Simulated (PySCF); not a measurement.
**From computed data to an observable: dipole moment from atomic charges**

Al(F)2(SH) (AlF2HS), SMILES [F][Al]([F])[SH]. Atoms are numbered in the order given.

```xyz
5

Al    -0.0039    -0.4535     0.0000
F     -1.3880    -1.3580     0.0000
F      1.4618    -1.2232     0.0000
S     -0.1155     1.7061     0.0000
H      1.2343     1.8291     0.0000
```

Coordinates come from a B3LYP-D3(BJ)/def2-SVP optimisation. Other conformers were not sampled.

Charges (e) from HF/def2-TZVPD in PySCF:

```
atom     IAO  ESP fit
----  ------  -------
Al1    1.527    1.110
F2    -0.628   -0.418
F3    -0.630   -0.456
S4    -0.365   -0.399
H5     0.096    0.162
```

The dipole moment of the full density is 1.37 D.

Problem. What dipole moment does each set of point charges give, and which comes closer to that of the density?

Solution. 
μ = Σ q r, and 1 e Å = 4.8032 D.
IAO: Σ q r = (0.105, 0.484, 0.000) e Å, |μ| = 2.38 D.
ESP fit: Σ q r = (0.155, 0.238, 0.000) e Å, |μ| = 1.36 D.
ESP fit comes closer in size. Point charges leave out the atoms' own dipoles (lone pairs, polarised bonds); fits to the potential absorb them, partitions of the density don't.
